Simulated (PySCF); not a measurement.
Electrostatic potential from atomic charges

Species: `CCN[SiH2]CC`. Coordinates (GFN2-xTB, Å) and charges (e) from the PBE0/pcSseg-1 density (PySCF):

```json
{"atom": "C1", "x": "2.993", "y": "-0.153", "z": "0.538", "Mulliken": "-0.2871", "IAO": "-0.4324", "Hirshfeld": "-0.1264", "ESP-fitted": "-0.3916"}
{"atom": "C2", "x": "2.171", "y": "0.464", "z": "-0.591", "Mulliken": "-0.0586", "IAO": "-0.1336", "Hirshfeld": "-0.0201", "ESP-fitted": "+0.4913"}
{"atom": "N3", "x": "0.847", "y": "-0.097", "z": "-0.705", "Mulliken": "-0.6650", "IAO": "-0.6760", "Hirshfeld": "-0.2453", "ESP-fitted": "-0.9476"}
{"atom": "Si4", "x": "-0.468", "y": "0.454", "z": "0.253", "Mulliken": "+0.7681", "IAO": "+0.8885", "Hirshfeld": "+0.3616", "ESP-fitted": "+0.5577"}
{"atom": "C5", "x": "-1.974", "y": "-0.579", "z": "-0.257", "Mulliken": "-0.5799", "IAO": "-0.5401", "Hirshfeld": "-0.1577", "ESP-fitted": "-0.0454"}
{"atom": "C6", "x": "-3.241", "y": "-0.097", "z": "0.434", "Mulliken": "-0.2958", "IAO": "-0.4095", "Hirshfeld": "-0.1174", "ESP-fitted": "-0.1913"}
{"atom": "H7", "x": "3.972", "y": "0.316", "z": "0.594", "Mulliken": "+0.1077", "IAO": "+0.1389", "Hirshfeld": "+0.0409", "ESP-fitted": "+0.0651"}
{"atom": "H8", "x": "3.127", "y": "-1.220", "z": "0.371", "Mulliken": "+0.1012", "IAO": "+0.1343", "Hirshfeld": "+0.0364", "ESP-fitted": "+0.0967"}
{"atom": "H9", "x": "2.480", "y": "-0.013", "z": "1.486", "Mulliken": "+0.1171", "IAO": "+0.1404", "Hirshfeld": "+0.0364", "ESP-fitted": "+0.1104"}
{"atom": "H10", "x": "2.056", "y": "1.534", "z": "-0.414", "Mulliken": "+0.1138", "IAO": "+0.1339", "Hirshfeld": "+0.0409", "ESP-fitted": "-0.0148"}
{"atom": "H11", "x": "2.699", "y": "0.328", "z": "-1.542", "Mulliken": "+0.1150", "IAO": "+0.1318", "Hirshfeld": "+0.0368", "ESP-fitted": "-0.0344"}
{"atom": "H12", "x": "0.882", "y": "-1.075", "z": "-0.952", "Mulliken": "+0.1855", "IAO": "+0.2480", "Hirshfeld": "+0.1106", "ESP-fitted": "+0.3787"}
{"atom": "H13", "x": "-0.637", "y": "1.873", "z": "-0.083", "Mulliken": "-0.1137", "IAO": "-0.1500", "Hirshfeld": "-0.0892", "ESP-fitted": "-0.1135"}
{"atom": "H14", "x": "-0.295", "y": "0.349", "z": "1.717", "Mulliken": "-0.1279", "IAO": "-0.1748", "Hirshfeld": "-0.0987", "ESP-fitted": "-0.1503"}
{"atom": "H15", "x": "-2.116", "y": "-0.527", "z": "-1.336", "Mulliken": "+0.1388", "IAO": "+0.1468", "Hirshfeld": "+0.0387", "ESP-fitted": "+0.0254"}
{"atom": "H16", "x": "-1.820", "y": "-1.632", "z": "-0.014", "Mulliken": "+0.1332", "IAO": "+0.1405", "Hirshfeld": "+0.0369", "ESP-fitted": "+0.0227"}
{"atom": "H17", "x": "-4.106", "y": "-0.686", "z": "0.130", "Mulliken": "+0.1184", "IAO": "+0.1401", "Hirshfeld": "+0.0394", "ESP-fitted": "+0.0556"}
{"atom": "H18", "x": "-3.141", "y": "-0.175", "z": "1.514", "Mulliken": "+0.1141", "IAO": "+0.1365", "Hirshfeld": "+0.0378", "ESP-fitted": "+0.0428"}
{"atom": "H19", "x": "-3.436", "y": "0.944", "z": "0.189", "Mulliken": "+0.1152", "IAO": "+0.1368", "Hirshfeld": "+0.0386", "ESP-fitted": "+0.0426"}
```

Points outside the species (Å): A (-0.2, 4.2, -3.6); B (-3.1, 1.2, 6.9); C (-4.8, -4.9, -0.3); D (-6.6, 2.7, 4.1); E (10.8, -1.4, 1.3).

Q: Find the potential V = 14.3996 V·Å × Σ q/r of each set of charges at these points.

A: In volts:

| point | nearest atom | distance (Å) | Mulliken | IAO | Hirshfeld | ESP-fitted |
| --- | --- | --- | --- | --- | --- | --- |
| A | H13 | 4.24 | -0.076 | -0.066 | -0.031 | -0.114 |
| B | H18 | 5.56 | +0.026 | +0.013 | -0.018 | -0.030 |
| C | H17 | 4.29 | -0.106 | -0.042 | -0.003 | +0.033 |
| D | H18 | 5.19 | +0.020 | +0.018 | -0.010 | -0.023 |
| E | H7 | 7.08 | +0.048 | +0.019 | +0.011 | +0.017 |

Q: How far are the other sets from the ESP-fitted one at these points?

A: Root-mean-square difference: Hirshfeld 0.041 V, IAO 0.048 V, Mulliken 0.073 V. The ESP scheme is a least-squares fit of atom-centred charges to the potential on four shells outside the van der Waals surface, with the total charge fixed.

Q: What energy would a point charge of +2 e have at A in the field of the ESP charges, leaving out polarisation?

A: -0.228 eV = -22.0 kJ/mol, an attraction.

The structure is a single GFN2-xTB conformer in the gas phase; no vibrational or solvent corrections.

These values come from a run that also computed NMR shieldings. Hardware: one thread of an Intel Xeon 6975P-C, on a shared host. Cost: 17 s, 0.79 GiB resident at most.

Shape of the structure used: `[CH3:1][CH2:2][NH:3][SiH2:4][CH2:5][CH3:6]`: C1–C2–N3–Si4 84°, C2–N3–Si4–C5 180°, N3–Si4–C5–C6 -175°.
